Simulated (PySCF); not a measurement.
**Which determinant of RuCl lies lowest?**

Unrestricted PBE0; basis Ru x2c-SVPall, Cl x2c-SVPall; spin-free X2C with a Gaussian nucleus; PySCF 2.14. Outer shells of the fragments: Ru 4d7 5s1; Cl 3s2 3p5.

Followed along the bond (rough minima from three points):

| 2Ms+1 | unpaired | ⟨S²⟩ at the start | R at minimum (Å) | Te (eV) |
| --- | --- | --- | --- | --- |
| 4 | σ ↑, π ↑, δ ↑ | 3.76 | 2.28 | 0.00 |
| 4 | π ↑↑, δ ↑ | 3.76 | 2.26 | 0.02 |
| 4 | σ ↑, π ↑, δ ↑ | 3.76 | 2.28 | 0.11 |
| 4 | σ ↑, π ↑↑ | 3.76 | 2.25 | 0.53 |
| 6 | σ ↑↑, π ↑↑, δ ↑ | 8.75 | 2.31 | 0.62 |
| 2 | σ ↑, π ↓, δ ↑ | 1.75 | 2.25 | 0.77 |

Solutions found at the starting distance of 2.165 Å, counted from the lowest of them; the search is not exhaustive and high or unbound solutions are not listed, so other states can lie among these:

```csv
2Ms+1,unpaired,term,E (eV),⟨S²⟩,⟨Lz²⟩,μ (D)
4,"π ↑↑, δ ↑",⁴Δ,0.00,3.76,4.01,-4.20
4,"σ ↑, π ↑, δ ↑",mixed,0.01,3.76,4.42,-4.15
4,"σ ↑, π ↑, δ ↑",mixed,0.11,3.76,5.01,-4.08
4,"σ ↑, π ↑↑",⁴Σ⁻,0.51,3.76,0.00,-4.10
6,"σ ↑↑, π ↑↑, δ ↑",⁶Δ,0.70,8.75,4.01,-0.51
2,"σ ↑, π ↓, δ ↑",mixed,0.75,1.75,5.01,-3.87
4,"π ↑, δ ↑↑",mixed,0.75,3.77,1.62,-3.92
2,"π ↑↓, δ ↑",mixed,0.83,1.76,6.01,-3.95
2,"σ ↓, π ↑, δ ↑",mixed,0.87,1.71,5.15,-3.98
2,"σ ↑, π ↑↓",mixed,1.09,1.82,2.18,-3.76
2,"σ ↑, δ ↑↓",mixed,1.24,1.75,8.01,-4.14
2,δ ↑,²Δ,1.29,0.75,4.01,-3.97
6,"σ ↑↑, π ↑, δ ↑↑",⁶Π,1.35,8.75,1.01,-1.00
2,δ ↑,mixed,1.45,0.75,4.62,-3.69
```

A term symbol is given only where ⟨S²⟩ and ⟨Lz²⟩ are close to those of a pure state; real π, δ and φ orbitals otherwise mix terms. A positive dipole means Ru(−)Cl(+).

Spin–orbit coupling is left out. With d or f electrons several states lie close, and the lowest PBE0 determinant need not be the measured ground state.
